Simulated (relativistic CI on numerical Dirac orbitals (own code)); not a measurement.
## V²⁺ in a cubic cluster: L2,3 absorption with charge transfer

Computed with a charge-transfer multiplet model of a cubic metal-ligand cluster with up to one ligand hole, Slater and spin-orbit integrals from Dirac-Coulomb-Breit ions, Slater integrals scaled by 0.7. The ground state mixes d3 with configurations of k ligand holes L, whose averages lie at kΔ + k(k − 1)U_dd/2; a core hole lowers each added d electron by U_cd. 300 K, Lorentzian 0.4 eV and Gaussian 0.3 eV FWHM.

Atomic integrals in eV (Slater integrals scaled, ζ unscaled), ground: F2dd 6.242, F4dd 3.880, zeta_d 0.019; with the core hole: F2dd 6.869, F4dd 4.275, zeta_d 0.030, zeta_core 4.613, F2cd 3.776, G1cd 2.721, G3cd 1.543.

Cluster parameters (eV): Δ = 3.8, U_dd = 5.3, U_cd = 5.9, 10Dq = 0.7, 10Dq(ligand) = 0.9, final-state hopping factor = 1.

| Case | n_d | d3 | d4L | S |
| --- | --- | --- | --- | --- |
| V(eg) = 0.9 eV, V(t2g) = -0.43 eV | 3.17 | 0.83 | 0.17 | 1.50 |
| V(eg) = 1.2 eV, V(t2g) = -0.58 eV | 3.22 | 0.78 | 0.22 | 1.50 |
| V(eg) = 1.5 eV, V(t2g) = -0.72 eV | 3.26 | 0.74 | 0.26 | 1.50 |

Weights, n_d and S are thermal averages at 300 K. Photon energies count from the first peak over 30 % of the highest in each spectrum, which can be another peak from case to case. The parameters are a model scan and need not match a compound or its usual spin state. Peaks in eV (height, largest 100):
- V(eg) = 0.9 eV, V(t2g) = -0.43 eV: 0.0 (100), 0.6 (95), 6.3 (54), 7.7 (60)
- V(eg) = 1.2 eV, V(t2g) = -0.58 eV: 0.0 (100), 0.6 (88), 6.3 (53), 7.7 (57)
- V(eg) = 1.5 eV, V(t2g) = -0.72 eV: 0.0 (52), 0.8 (100), 1.4 (85), 7.0 (53), 8.5 (55)

For the case V(eg) = 1.5 eV, V(t2g) = -0.72 eV, Δ = 3.8 eV is smaller than U_dd = 5.3 eV, the charge-transfer side of the Zaanen-Sawatzky-Allen scheme. With the core hole the configuration with one ligand hole lies at Δ + U_dd − U_cd = 3.2 eV above the one without, against Δ in the ground state. The added d electron screens the hole, so the order of the configurations is kept and charge-transfer satellites are weaker than in photoemission.

With at most 1 ligand hole the space is cut while the next configuration still counts, so covalency is underestimated, and a final configuration with one more ligand hole, which can lie low, is missing from the spectra.
